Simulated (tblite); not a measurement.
Compound: 4-(trifluoromethyl)pyridine, C6H4F3N.
Atom-mapped SMILES: `[F:1][C:2]([F:3])([F:4])[c:5]1[cH:6][cH:7][n:8][cH:9][cH:10]1` (hydrogens: H11 on C6; H12 on C7; H13 on C9; H14 on C10)

Computed with GFN2-xTB (tblite), gas phase: L-BFGS steps from a force-field or distance-geometry start until the largest atomic force falls under 0.01 eV/Å.

Step 0: E = -870.6189 eV
```
atom  x, y, z in Å  |  force x, y, z in eV/Å
F1      2.5796    0.0903    1.0623   -0.469  -0.010  -0.805
C2      1.9668   -0.0546   -0.1589    1.088  -0.176   0.043
F3      2.4502   -1.2371   -0.6513   -0.480   0.871   0.290
F4      2.4828    0.9272   -0.9547   -0.465  -0.703   0.592
C5      0.4696   -0.0182   -0.0462   -0.553   0.197  -0.104
C6     -0.2231    1.1970   -0.1538    0.724  -0.146  -0.003
C7     -1.5973    1.1912   -0.0395   -0.977  -1.161   0.308
N8     -2.3168    0.0740    0.1769    1.475  -0.309  -0.140
C9     -1.6380   -1.0951    0.2743   -1.281   1.265   0.020
C10    -0.2693   -1.1864    0.1761    0.800  -0.062  -0.083
H11     0.3049    2.1319   -0.3173   -0.032  -0.246   0.004
H12    -2.1779    2.1033   -0.1067    0.073  -0.096  -0.012
H13    -2.2598   -1.9721    0.4544    0.191   0.270  -0.076
H14     0.2275   -2.1517    0.2622   -0.095   0.305  -0.034
```

Question: Estimate the geometry and energy of step 1. (The exact step hangs on the optimiser's Hessian estimate; all steps are aligned on step 0, rigid shifts and turns removed.)

Answer: E = -870.7029 eV, largest force 0.786 eV/Å
```
atom  x, y, z in Å  |  force x, y, z in eV/Å
F1      2.5729    0.0902    1.0508   -0.155   0.039  -0.241
C2      1.9823   -0.0571   -0.1582   -0.110  -0.043   0.103
F3      2.4434   -1.2247   -0.6471   -0.187   0.258   0.047
F4      2.4761    0.9171   -0.9462   -0.159  -0.232   0.199
C5      0.4617   -0.0154   -0.0477    0.283  -0.129  -0.086
C6     -0.2127    1.1949   -0.1538   -0.521   0.002   0.072
C7     -1.6112    1.1746   -0.0351    0.661   0.144  -0.025
N8     -2.2957    0.0696    0.1749   -0.244  -0.017  -0.011
C9     -1.6563   -1.0770    0.2746    0.746  -0.245   0.029
C10    -0.2579   -1.1873    0.1749   -0.560   0.235  -0.006
H11     0.3044    2.1284   -0.3172    0.053  -0.102  -0.017
H12    -2.1768    2.1020   -0.1069    0.069  -0.274   0.015
H13    -2.2570   -1.9683    0.4533    0.084   0.295  -0.064
H14     0.2261   -2.1474    0.2617    0.039   0.068  -0.015
```

The energy changes by -0.0839 eV. The first-order estimate −F·Δx gives -0.2000 eV and the mean of the old and new forces, exact on a quadratic surface, -0.0826 eV. The step makes an angle of 0° with the force vector and moves no atom by more than 0.026 Å.

The cost below is that of the whole relaxation. On one thread of an Arm Neoverse V1, no GPU, shared host with 32 logical CPUs at a one-minute load of 13, this took under 0.1 s.
